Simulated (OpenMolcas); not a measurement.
**F³⁺: Slater's ratio, worked from levels**

```yaml
Program: OpenMolcas 26.06
Basis: ANO-RCC-VDZP [3s2p1d]
Scalar_Hamiltonian: DKH2, point nucleus
Active_space: 4 electrons in 4 orbitals (2s 2p)
State_averaging: 2S+1 = 3 even, 3 roots; 2S+1 = 1 even, 6 roots; 2S+1 = 5 odd, 1 root; 2S+1 = 3 odd, 9 roots; 2S+1 = 1 odd, 8 roots
Spin-orbit_coupling: RASSI with atomic mean-field integrals over the reference wave functions, term energies averaged over their components
```

Methods: CASSCF; SS-CASPT2, IPEA 0.25 Eh, imaginary shift 0.1 Eh (closed shells correlated: 1s). Measured levels: Moore, Atomic Energy Levels, vol. I, NSRDS-NBS 35 (1971 reprint of NBS Circular 467, 1949).

**Slater's ratio.** With one set of orbitals, p2 has 1D - 3P = 6 F2 and 1S - 1D = 9 F2 (F2 = F²/25), a ratio of 3/2. Term energies are centres of gravity, weighted by 2J + 1.

```json
{"Source": "CASSCF", "1D - 3P": "25715", "1S - 3P": "47084", "F2 from the first": "4286", "Ratio": "0.831"}
{"Source": "SS-CASPT2", "1D - 3P": "24948", "1S - 3P": "51630", "F2 from the first": "4158", "Ratio": "1.070"}
{"Source": "measured", "1D - 3P": "24825", "1S - 3P": "53128", "F2 from the first": "4138", "Ratio": "1.140"}
```

Energies in cm-1. A ratio away from 3/2 shows effects beyond one configuration with one set of orbitals, and in heavier atoms second-order spin-orbit shifts. In CASSCF the valence s occupation is 1.89 in 1S against 1.97 in 1D: mixing out of s² acts most on 1S and pulls it down.

CASPT2 breaks the degeneracy within a term, and the mean is taken; among the terms shown or strongly mixed into the levels shown the widest spread is 11 cm-1 (2s2 2p2 1D, SS-CASPT2). The basis is small and was not contracted for so high a charge. Measured partners are found by configuration, term and J. A level has none where our copy of the source lacks it or the pairing is in doubt (some pairs that miss far off the trend of their configuration count as doubtful), and it then counts in no deviation. Levels of configurations outside the active space are missing.
